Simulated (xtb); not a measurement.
Be(H)(SiH3) (BeH₄Si), SMILES [BeH][SiH3]. All values are semi-empirical tight-binding results from xtb (GFN2-xTB unless named), good for trends rather than for accurate numbers. Coordinates come from a GFN2-xTB optimisation.

For metal compounds this method's bond lengths and energies can be far off.

The point group as xtb finds it is Cs. The orbital gap comes out as 3.35 eV, the zero-point energy comes out as 17.9 kcal/mol and the G − E(el) at 298.15 K (modified RRHO) is 1.7 kcal/mol.
